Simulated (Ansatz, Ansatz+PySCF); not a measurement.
```
atom    x (Å)    y (Å)    z (Å)
   N   0.0000   0.0000   0.1216
   H   1.1698   0.0000  -0.3850
   H  -0.4679   0.8105  -0.2837
   H  -0.4679  -0.8105  -0.2837
```

Basis set: 6-31G (spherical functions). Left uncorrelated: 1 orbital. Charge 0, multiplicity 1.

Computed with Ansatz (development build ahead of 0.2.0); each method stands on the lowest determinant of its kind that the runs found. Restricted open shells among the atoms or ions are ROHF, correlated in semicanonical orbitals with singles. Restricted functionals stand beside restricted open-shell atoms, which can lie above the unrestricted atoms usual in DFT and then raise those values.

The atomization energy at this shape (free ground-state atoms in the same class of orbitals less the molecule, no zero-point energy) of singlet NH₃:

```
             method  atomization energy
PBE0 (unrestricted)            10.99 eV
  PBE0 (restricted)            11.02 eV
            RHF-MP2             9.26 eV
            UHF-MP2             9.24 eV
```

Task: What does RHF-CCSD(T) give?

Result: 9.50 eV. Caution for RHF-CCSD(T), RHF-MP2, UHF-MP2: bonds are stretched, where a single reference can fail.

This basis has no polarisation functions and is too small for such energies, which can lie far from measured ones in either direction.
